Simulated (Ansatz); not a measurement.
The first iterations of a band of Cl4Si + FH (7 atoms, charge 0, multiplicity 1).

Computed with RKS PBE0-D4/def2-SVP (Ansatz).

```
movable images  : 6
climbing image  : no
spring          : 5.0 eV/Å²
optimiser       : quadratic models (default)
start path      : through a guess of the saddle point
force threshold : 0.05 eV/Å
iteration limit : 60
end points      : relaxed
```

Initial state:

```xyz
7
Properties=species:S:1:pos:R:3
Si 0.317 0.000 -0.110
Cl 0.281 0.000 1.948
Cl 2.270 -0.001 -0.679
Cl -0.589 1.674 -0.804
Cl -0.591 -1.673 -0.804
F -2.745 -0.001 1.226
H -2.086 0.000 1.875
```

Final state:

```xyz
7
Properties=species:S:1:pos:R:3
Si -0.414 0.000 -0.667
Cl -0.242 -0.001 3.614
Cl 1.459 0.000 0.094
Cl -0.759 1.670 -1.756
Cl -0.760 -1.669 -1.756
F -1.453 0.000 0.570
H -0.974 0.000 2.554
```

| iteration | highest image above the first end (eV) | largest band force component (eV/Å) |
| --- | --- | --- |
| 1 | 2.663 | 3.886 |
| 2 | 1.752 | 2.682 |
| 3 | 1.037 | 0.735 |

Does the band converge within its limit, and where does its top end?

The run converged. It ended after 9 iterations with the highest image 1.149 eV above the first end. No image climbed, so the highest image needn't sit at the top of the path. The orbitals stay closed-shell, which can raise the energy where a bond breaks towards radicals; this wasn't checked here.

The run took 88 s on 4 threads of Arm Neoverse V2, on a shared host, peak memory 0.29 GiB.
